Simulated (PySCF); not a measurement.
Cd(Me) (CH3Cd), SMILES [CH3][Cd] (connectivity only; charge and spin as stated), neutral, multiplicity 2.

Coordinates come from a B3LYP-D3(BJ)/def2-TZVP optimisation. The spin state was assumed, not searched. The isomer is the one that the SMILES or the coordinates give; other isomers of the formula were not compared. The def2 effective core potentials stand for the cores of Cd; spin–orbit coupling is left out.

Two levels are set side by side: PBE/def2-TZVPD (PySCF) and B3LYP/def2-TZVPD (PySCF). Same geometry, gas phase. Differences are taken from unrounded values.

```tsv
quantity	B3LYP	PBE	PBE minus B3LYP
α-spin orbital gap (eV)	4.18	3.02	-1.16
β-spin orbital gap (eV)	4.49	3.35	-1.15
dipole moment (D)	0.09	0.10	0.02
mean polarisability (bohr³)	66.5	66.1	-0.4
```

Rough cost on one machine, each run with all the roots and properties that it gave: B3LYP against PBE about 1/2.
